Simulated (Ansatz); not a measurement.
[Cu(H2O)3Br]+ (CuBrO₃H₆⁺). Charge 1, multiplicity 2. Geometry PBE0-D4/def2-SVP; atoms count from 1.

```
atom   x (Å)   y (Å)   z (Å)
 Cu1  -0.325  -0.117   0.042
  O2  -0.122   0.248   2.005
  H3  -0.824  -0.257   2.454
  H4  -0.232   1.164   2.305
  O5   1.559   0.551  -0.214
  H6   2.241   0.580   0.471
  H7   1.919   0.942  -1.021
  O8  -0.418  -0.438  -1.934
  H9  -1.359  -0.564  -2.152
 H10   0.040  -1.212  -2.296
Br11  -2.480  -0.897   0.338
```

(1) Estimate the Mulliken populations from the PBE0/def2-TZVP orbitals of Ansatz.

(2) Where does the spin sit?

(3) And the Mayer bond orders between heavy atoms (over 0.3)?

## Answers

(1) 
| atom | charge (e) | spin (α − β) | d electrons |
| --- | --- | --- | --- |
| Cu1 | 0.47 | 0.60 | 9.50 |
| O2 | -0.51 | 0.06 | – |
| H3 | 0.40 | 0.00 | – |
| H4 | 0.39 | 0.00 | – |
| O5 | -0.58 | 0.02 | – |
| H6 | 0.40 | 0.00 | – |
| H7 | 0.40 | 0.00 | – |
| O8 | -0.51 | 0.06 | – |
| H9 | 0.40 | 0.00 | – |
| H10 | 0.39 | 0.00 | – |
| Br11 | -0.26 | 0.25 | – |
Mulliken values depend strongly on the basis.

(2) Summed by element: Cu 0.60, O 0.15, H 0.01, Br 0.25, of 1 unpaired in all. Largest on single atoms: Cu1 0.60, Br11 0.25, O2 0.06.

(3) Cu1–O2 0.43 (2.01 Å); Cu1–O5 0.33 (2.02 Å); Cu1–O8 0.43 (2.00 Å); Cu1–Br11 1.01 (2.31 Å).
